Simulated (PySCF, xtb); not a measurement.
GeS, SMILES [Ge]=[S] (connectivity only; charge and spin as stated), neutral, multiplicity 1.

Harmonic wavenumbers (cm⁻¹) from GFN2-xTB (xtb) at its own minimum, in rising order: 609.

What does B3LYP-D3(BJ)/def2-TZVP (PySCF 2.14.0) give at its own minimum? (Estimate from the structure and the level; the computed values follow.)

575. Paired by order, the mean absolute difference is 34 cm⁻¹ and the zero-point energies are 0.9 and 0.8 kcal/mol.
